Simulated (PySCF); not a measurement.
TiCl4, singlet: molecular constants

These are results of PBE/[Ti def2-TZVP, Cl def2-TZVP], no relativity, density fitting, PySCF, not measurements.

The structure is a minimum.

```json
{
 "Point group": "Td",
 "Bond lengths": "Ti–Cl 2.183 Å (×4)",
 "Bond angles": "Cl–Ti–Cl 109.5° (×6)",
 "Principal polarisabilities": "90.3, 90.3, 90.3 bohr³",
 "Principal quadrupole moments (Buckingham, traceless) about the centre of mass": "0.00, 0.00, 0.00 D Å",
 "Zero-point energy": "14.7 kJ/mol",
 "Atomisation energy without zero-point energy": "1870 kJ/mol",
 "Rotational symmetry number": "12",
 "Enthalpy at 298.15 K above 0 K": "21.69 kJ/mol",
 "Dipole moment": "0.00 D",
 "Lowest empty level": "-4.67 eV",
 "Rotational constants": "0.03795, 0.03795, 0.03795 cm⁻¹",
 "Highest occupied level": "-8.26 eV",
 "Entropy at 298.15 K and 1 bar": "354.9 J/(mol K)",
 "Heat capacity Cp at 298.15 K": "96.0 J/(mol K)"
}
```

Harmonic modes (masses in u: Ti 47.948, Cl 34.969):
| symmetry | ω (cm⁻¹) | IR (km/mol, summed over degenerate members) | μ (u) | type |
| --- | --- | --- | --- | --- |
| e | 111 | 0.0 | 34.97 | bend |
| t2 | 132 | 1.0 | 37.00 | bend |
| a1 | 374 | 0.0 | 34.97 | stretch |
| t2 | 489 | 349 | 40.98 | mixed |

In Td the vibrations span e + 2t2 + a1. The a1, e modes carry no infrared intensity, as symmetry demands.

Charges (e):
| atom | Mulliken | Löwdin | polar tensor | Mayer order to Ti1 |
| --- | --- | --- | --- | --- |
| Ti1 | 0.96 | -0.87 | 1.82 | – |
| Cl2,3,4,5 | -0.24 | 0.22 | -0.45 | 1.23 |

Mulliken populations on Ti1: s 6.26, p 12.37, d 2.39, f 0.03.

Formally Ti is in oxidation state +4, d0. The polar-tensor charge on Ti, 1.82, is far below the formal one.

Only a few start shapes were tried, so a lower isomer may exist.

The final relaxation and frequency run took 59 s on 4 threads of a shared Arm Neoverse V1 host, with 193 basis functions and 8 gradients; the process peaked at 1.9 GiB.
